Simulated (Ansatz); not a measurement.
A geometry relaxed with B3LYP-D3(BJ)/def2-TZVP in Ansatz (a first-principles code), charge 0, multiplicity 1:

```xyz
5

B      1.3474    -0.0272    -0.3195
C      0.0000     0.0026    -0.1965
H     -2.5104     0.0501     0.0350
B     -1.3474     0.0295    -0.0732
H      2.5105    -0.0550    -0.4241
```

Problem. Write the SMILES of this molecule.

Solution. `B=C=B`
